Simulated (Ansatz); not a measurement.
CH$_{6}$BSbSe. Total charge 0; spin multiplicity 1. Sb takes the def2 core potential. The bonds changed during the relaxation, so this is another structure than the one it started from.

```
atom   x (Å)   y (Å)   z (Å)
 Se1  -0.888   1.537   0.941
  C2  -0.810  -0.458   0.949
  B3   0.379  -0.061   0.040
 Sb4   0.075  -0.050  -2.201
  H5  -0.052   1.702   2.137
  H6  -1.754  -0.805   0.536
  H7  -0.660  -0.801   1.969
  H8   1.468   0.049   0.518
  H9   0.614  -1.669  -2.333
 H10   1.630   0.556  -2.555
```

(1) What are the harmonic wavenumbers in cm⁻¹ at PBE0-D4/def2-TZVP (Ansatz, finite differences of forces, unscaled)? (Best estimate.)

(2) Is this a minimum?

(3) Give the ideal-gas thermochemistry at 298.15 K and 1 bar (rigid rotor, harmonic oscillator; point group C1, symmetry number 1).

(4) Rotational constants (cm⁻¹)?

## Answers

(1) Ansatz gave: 69, 85, 190, 302, 364, 470, 534, 558, 579, 731, 787, 826, 836, 970, 1031, 1041, 1116, 1447, 1947, 1967, 2443, 2630, 3126, 3202.

(2) Yes, all 24 modes are real.

(3) Zero-point energy 163.0 kJ/mol; H(298) − E = 183.9 kJ/mol; entropy 365.5 J/(mol·K), of which translation 176.7, rotation 121.0, vibration 67.9; G(298) − E = 74.9 kJ/mol. Modes under 100 cm⁻¹ are hindered rotations or soft bends, so the harmonic entropy is rough.

(4) 0.2375, 0.02404, 0.02276.
